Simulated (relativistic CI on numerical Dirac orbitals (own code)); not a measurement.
Calculated at this level of theory: Dirac-Coulomb-Breit CI, separate exchange-only KLI orbitals for each configuration, a model potential for QED, unscaled Slater integrals (own radial code, finite nucleus).

CI space (outside the closed core [Ne]): 3s2, 3s 3p, 3p2, 3s 3d, 3d2, 3p 3d, 3p 4s, 3s 4s, 3s 4p, 3s 4d, 3d 4s, 3s 4f, 3s 5s, 3s 5p, 3s 5d, 4s2, 3s 5f, 3s 5g, 3s 6s, 3s 6p, 3s 6d. Levels of other configurations are missing.

At this charge configurations can still be misplaced by up to about 7 % of their energy. 61 of the 69 excited levels that our extract of the measured tables holds in this range could be paired (the sources list more); they are missed by 2697 cm⁻¹ on average and 15202 at most, and levels without a partner can miss by more.

Outline of the computed level scheme of Ar VII. Lowest level of each configuration: 3s2 1S_0 at 0.0000 eV; 3s 3p 3P°_0 at 13.8331 eV; 3p2 1D_2 at 32.6609 eV; 3s 3d 3D_1 at 40.3979 eV; 3p 3d 3F°_2 at 54.9411 eV; 3s 4s 3S_1 at 63.7623 eV; 3s 4p 3P°_0 at 70.2775 eV; 3s 4d 3D_1 at 78.8127 eV; 3d2 3F_2 at 81.3934 eV.

Some strong electric-dipole decays among the lowest 39 levels: 3s 4s 1S_0 → 3s 3p 1P°_1 (2.3e+10 s⁻¹); 3s 3d 1D_2 → 3s 3p 1P°_1 (1.9e+10 s⁻¹); 3s 4s 3S_1 → 3s 3p 3P°_2 (1.7e+10 s⁻¹); 3p 3d 1F°_3 → 3p2 1D_2 (1.5e+10 s⁻¹); 3p 3d 3D°_3 → 3p2 3P_2 (1.5e+10 s⁻¹); 3s 4p 1P°_1 → 3s2 1S_0 (1.3e+10 s⁻¹); 3p 3d 1P°_1 → 3p2 1S_0 (1.2e+10 s⁻¹); 3s 3d 3D_3 → 3s 3p 3P°_2 (1.0e+10 s⁻¹).
